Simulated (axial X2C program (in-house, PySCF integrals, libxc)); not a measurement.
**Estimating the spin–orbit splitting of the π levels of CaF⁺**

All values were computed with an in-house all-electron X2C program for linear molecules (integrals from PySCF). Spin-free means the one-electron spin-free X2C Hamiltonian; two-component (2c) means X2C with spin–orbit coupling and atomic mean-field two-electron Coulomb and Gaunt terms, so the difference of the two also holds small scalar two-electron terms. Basis: Ca dyall-cv3z [11s12p6d4f], F dyall-av3z [7s6p3d2f] (cores contracted in-house); Gaussian nuclei, density fitting, unrestricted open shells. Masses: Ca 39.963 u, F 18.998 u.

Hartree–Fock at 1.864 Å, closed shell. Valence p splittings ε(p3/2) − ε(p1/2) of spherical Dirac–Hartree–Fock atoms with fractionally filled p shells: F 2p 0.072 eV.

```json
{"filled π level (eV), spin-free": "-19.82", "Ca p share": "< 0.02", "F p share": "0.91"}
```

(1) In first order a p shell splits by 3ζ/2 and a π orbital by ζ. Estimate the splitting of each π level from the shares.

The two-component Hartree–Fock calculation gives:

```
ε(ω = 1/2) (eV)  σ share of it  ε(ω = 3/2) (eV)  splitting (eV)  estimate (eV)
        -19.837           0.02          -19.795            0.04           0.04
```

The estimate leaves out the mixing of π1/2 with σ1/2 levels, which pushes the ω = 1/2 spinor up or down, the d and f parts of the orbital, small shares of the strongly split outer-core p shell of a metal, the Gaunt term (absent from the atomic values), and the change of the atomic p orbitals with charge; Löwdin shares depend on the basis.

Answers

(1) level -19.82 eV: (2/3) × (0.91 × 0.072) = 0.04 eV.
